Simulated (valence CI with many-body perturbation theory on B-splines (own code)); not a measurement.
**Questions on La⁷⁺**

Calculated by valence CI with perturbative core correlation (CI+MBPT): four valence electrons over a frozen Dirac-Fock core [Kr] 4d10, a basis of 7 s, 7 p, 7 d, 7 f, 4 g, 2 h functions for each j, with the one-electron correlation potential Σ1, the two-electron term Σ2, the three-electron term Σ3, Breit, model QED; selected CI, second order for the rest, scaled by the run's own slope (own B-spline code, finite nucleus).

No measured spectrum was set against this ion. As an estimate, levels hold to about 250 cm⁻¹ or 0.2 % of their energy and the worst to 1 %, as in measured heavy ions of charge 2 to 7; those with d or f electrons hold less well.

Levels are named by their leading jj configuration (3d3/2^4 stands for four electrons in 3d with j = 3/2), which in mixed levels can hold well under half, so a name can repeat and another be missing.

Rates and lifetimes use the calculated energies. Strong lines usually hold to 10 to 20 %, long lifetimes can be off by a factor of two.

Question: What is the ground level?

Answer: (5s^2 5p1/2^2) J=0, composition 83 % 5s²5p² ³P + 14 % 5s²5p² ¹S.

Question: How well does LS coupling describe the low levels?

Answer: Among the lowest 20 levels the leading LS term, summed over configurations, holds 72 % on average. For single configurations the figures are 69 % in LS and 84 % in jj coupling. Terms mix most in the J = 3 level at 138270 cm⁻¹, where the leading one holds 35 %.

Question: What are the static dipole polarisabilities of the lowest levels?

Answer: (5s^2 5p1/2^2) J=0 3.44; (5s^2 5p1/2 5p3/2) J=1 3.58 (tensor 0.074); (5s^2 5p1/2 5p3/2) J=2 3.58 (tensor 0.053); (5s^2 5p3/2^2) J=2 3.70 (tensor 0.13) bohr³, of which the core gives 0.491.

Question: What is the ionisation energy?

Answer: 105.87 eV; NIST lists 105 ± 2.1 eV (theoretical).

Question: Among levels below 249730 cm⁻¹, which E1 lines absorb most strongly from the ground level?

Answer: to (5s 5p3/2^3) J=1 at 40.71 nm, f = 0.457; to (5s 5p1/2^2 5p3/2) J=1 at 60.44 nm, f = 0.300; to (5s 5p1/2 5p3/2^2) J=1 at 45.82 nm, f = 0.294.
